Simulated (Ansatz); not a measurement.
Cost and result up the ladder for HfO₃H₂ (6 atoms). The state is a singlet with charge 0. Geometry: B3LYP-D4/def2-TZVP.

```xyz
6

Hf   -0.684    0.226   -0.398
O    -0.910    0.522   -2.123
O     1.313    0.224    0.104
O     0.895   -1.170    0.432
H    -1.729    1.434    0.611
H     1.114   -1.235    1.374
```

Ansatz on 4 threads of Arm Neoverse V1 on a shared host. Times are rough, and most runs start from the orbitals of an earlier one. ωB97X-V/def2-TZVP serves as the yardstick here, not as an exact answer. Binding counts from free atoms at the same level (Hf triplet, O triplet, H doublet; other spins of the atoms weren't run), without zero-point energy or a counterpoise term.

In the def2 sets Hf takes a core potential; there is no spin–orbit coupling. Correlated methods freeze 3 core orbitals; core or outer-core shells of Hf are correlated, in sets that lack core-valence functions. The structure holds one bond between oxygen atoms, so isomers without such links may lie far lower. No other spin state of charge 0 was run. Another isomer (singlet) lies 1.34 eV lower at PBE0-D4/def2-TZVP; other spin states weren't run for this one.

Correlated methods converge slowly with the basis.

```csv
level,functions,binding energy per atom (eV),difference from ωB97X-V/def2-TZVP (eV),remarks
B97M-V/def2-TZVP,145,3.77,-0.02,–
ωB97X-V/def2-TZVP,145,3.79,0.00,–
PBE-D4/def2-TZVP (with forces),145,3.96,0.17,–
CCSD(T)/def2-TZVPP,177,3.71,-0.08,test for broken spin undecided
r2SCAN-D4/def2-TZVP,145,3.82,0.03,–
PBE0-D4/def2-TZVP,145,3.70,-0.09,–
```

(1) Estimate how long each takes.

Results:

(1) PBE0-D4/def2-TZVP 1.2 s; PBE-D4/def2-TZVP (with forces) 1.3 s; r2SCAN-D4/def2-TZVP 2.2 s; ωB97X-V/def2-TZVP 4 s; B97M-V/def2-TZVP 4.4 s; CCSD(T)/def2-TZVPP 56 s. On shared hardware such times vary by a factor of up to 3.
